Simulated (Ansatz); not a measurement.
AsH₂, SMILES `[AsH2]` radical from Hartree–Fock to CCSD(T)

```csv
atom,x (Å),y (Å),z (Å)
As1,0.523,-0.406,-0.271
H2,-0.872,-0.683,0.283
H3,0.349,1.088,-0.012
```

Charge 0, multiplicity 2. Correlated methods include outer-core shells of As, which these sets cover unevenly. Scalar relativity is left out up to krypton. Geometry: relaxed with PBE0-D4/def2-TZVP. Frozen core, unrestricted reference, Ansatz.

| basis | HF (Eh) | MP2 corr. | CCSD corr. | (T) | CCSD(T) total |
| --- | --- | --- | --- | --- | --- |
| def2-SVP | ? | -0.22304 | -0.23737 | -0.00556 | ? |
| def2-TZVPP | -2235.34242 | ? | -0.26922 | ? | ? |
| def2-QZVPP | -2235.38812 | ? | -0.53009 | -0.01229 | ? |

Problem. Fill in the withheld values. (Estimate.)

Solution. Ansatz gave: def2-SVP HF (Eh): -2235.06248; def2-SVP CCSD(T) total: -2235.30541; def2-TZVPP MP2 corr.: -0.25345; def2-TZVPP (T): -0.00848; def2-TZVPP CCSD(T) total: -2235.62012; def2-QZVPP MP2 corr.: -0.53502; def2-QZVPP CCSD(T) total: -2235.93050.
